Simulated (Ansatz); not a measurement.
Na₂Li₃⁺, relaxed as a singlet with RKS B3LYP/def2-TZVP in Ansatz, starting from the GFN2-xTB geometry. Force threshold 0.02 eV/Å.

The restricted singlet is unstable towards broken spin symmetry in Hartree–Fock (as tested in another run); at B3LYP/def2-TZVP this wasn't settled. Another isomer (singlet) lies 0.15 eV lower at PBE0/def2-TZVP; other spin states weren't run for this one.

Start:

| atom | x (Å) | y (Å) | z (Å) |
| --- | --- | --- | --- |
| Li1 | -0.005 | -0.017 | 0.010 |
| Li2 | 1.798 | 1.801 | -0.409 |
| Li3 | -1.849 | -1.817 | 0.400 |
| Na4 | 2.828 | -0.460 | -1.546 |
| Na5 | -2.772 | 0.493 | 1.546 |

(1) Estimate the energy that the relaxation releases and the steps that it takes.

(2) Does the start keep its bonding and symmetry?

(3) Predict the relaxed structure.

Answers

(1) 8.2 kcal/mol, in 5 steps; 6.5 s on 4 threads of Arm Neoverse V2 on a shared host. No frequencies were taken in this run, so the end may be a saddle point.

(2) By distances, no bond broke or formed, bridged metal pairs apart. The bond that changes most is Li1–Li2, from 2.59 to 3.13 Å (atoms count from 1). Metal–metal contacts that move far: Li1–Li2 2.59 to 3.13 Å, Li1–Li3 2.61 to 3.13 Å. Point group Cs at the start, C2 at the end, both within 0.05 Å.

(3) 
Cartesian coordinates in Å:
```
Li 0.000 -0.012 -0.008
Li 2.153 2.207 -0.478
Li -2.189 -2.203 0.457
Na 2.891 -0.510 -1.579
Na -2.855 0.519 1.608
```
Bond lengths (bridged metal pairs left out): 4 × Li–Na 3.02 to 3.33 Å.
